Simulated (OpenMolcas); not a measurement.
Mn3+ among 2 point charges of -2.5 e arranged as a linear pair (D∞h), 1.97 Å from the ion.
```
   0.0000    0.0000    1.9700  -2.50
   0.0000    0.0000   -1.9700  -2.50
```

* Program: OpenMolcas
* Method: CASSCF
* Basis: ANO-RCC-VDZP [5s4p2d1f]
* Scalar Hamiltonian: DKH2, point nucleus
* Active space: 4 electrons in 5 orbitals (3d)
* State averaging: 2S+1 = 5 even, 5 roots; 2S+1 = 3 even, 45 roots; 2S+1 = 1 even, 50 roots
* Spin-orbit coupling: RASSI with atomic mean-field integrals over the reference wave functions

What is the spin-free ground state (labels by Λ)?

5Σ, 1-fold in its orbital part, 100 % from free-ion D terms; it has the highest spin that d4 allows.

Where is the first state of the same spin?

5Π at 4510 cm-1 above the ground state.

What are the lowest two levels with spin-orbit coupling?

A 1-fold level, then a 2-fold level 8.3 cm-1 above it. Their leading multiplicities are 5 (100 %) and 5 (100 %).

What is χT at 300 K, and how does it compare with the textbook value?

The lowest level has 2S+1 = 5, for which the spin-only value is χT = S(S+1) / 2 = 3.000 cm3 K/mol (g = 2). The computed 2.811 at 300 K differs by -0.189, through orbital momentum, spin-orbit coupling and any other state in reach.

Without dynamic correlation the repulsion within the d shell is too large (B by tens of per cent), so at a given field states of lower spin stand too high. This is an electrostatic model: the charges have no orbitals. No measured value stands beside these numbers.
